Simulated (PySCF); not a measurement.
C₂H₆O₃Si.

```xyz
12

O     -1.2080     1.6105     0.0000
Si    -0.0354     0.4470     0.0000
O      1.4022     1.2846     0.0000
C     -0.1778    -1.0514     1.1431
O      0.1311    -1.8903     0.0000
C     -0.1778    -1.0514    -1.1431
H     -0.8958     2.5235     0.0000
H      2.2205     0.7749     0.0000
H      0.5454    -1.2335     1.9567
H     -1.1946    -1.2554     1.5365
H      0.5454    -1.2335    -1.9567
H     -1.1946    -1.2554    -1.5365
```
Charge 0, spin multiplicity 1.

Coordinates come from a r2SCAN-D4/def2-SVP optimisation. The structure was generated by enumeration, and PubChem lists no compound with its InChIKey, so it may never have been made. The values are those of a single conformer.

Calculation: PBE/pcSseg-1 in PySCF. Non-relativistic, no solvent.

Computed absolute GIAO shielding of each atom: isotropic value and principal components (ppm):
```json
[
 {"atom": "O1", "σ(iso)": "264.7", "σ11": "238.9", "σ22": "246.2", "σ33": "309.0", "span": "70.1"},
 {"atom": "Si2", "σ(iso)": "348.8", "σ11": "312.8", "σ22": "337.3", "σ33": "396.3", "span": "83.5"},
 {"atom": "O3", "σ(iso)": "278.9", "σ11": "247.3", "σ22": "287.0", "σ33": "302.3", "span": "54.9"},
 {"atom": "C4", "σ(iso)": "94.6", "σ11": "26.1", "σ22": "86.9", "σ33": "170.7", "span": "144.6"},
 {"atom": "O5", "σ(iso)": "318.8", "σ11": "291.0", "σ22": "308.2", "σ33": "357.2", "span": "66.1"},
 {"atom": "C6", "σ(iso)": "94.6", "σ11": "26.1", "σ22": "86.9", "σ33": "170.7", "span": "144.6"},
 {"atom": "H7", "σ(iso)": "28.8", "σ11": "21.0", "σ22": "24.3", "σ33": "41.2", "span": "20.2"},
 {"atom": "H8", "σ(iso)": "29.5", "σ11": "21.5", "σ22": "24.9", "σ33": "42.1", "span": "20.6"},
 {"atom": "H9", "σ(iso)": "26.8", "σ11": "22.8", "σ22": "25.4", "σ33": "32.2", "span": "9.4"},
 {"atom": "H10", "σ(iso)": "26.5", "σ11": "22.8", "σ22": "25.7", "σ33": "31.0", "span": "8.2"},
 {"atom": "H11", "σ(iso)": "26.8", "σ11": "22.8", "σ22": "25.4", "σ33": "32.2", "span": "9.4"},
 {"atom": "H12", "σ(iso)": "26.5", "σ11": "22.8", "σ22": "25.7", "σ33": "31.0", "span": "8.2"}
]
```
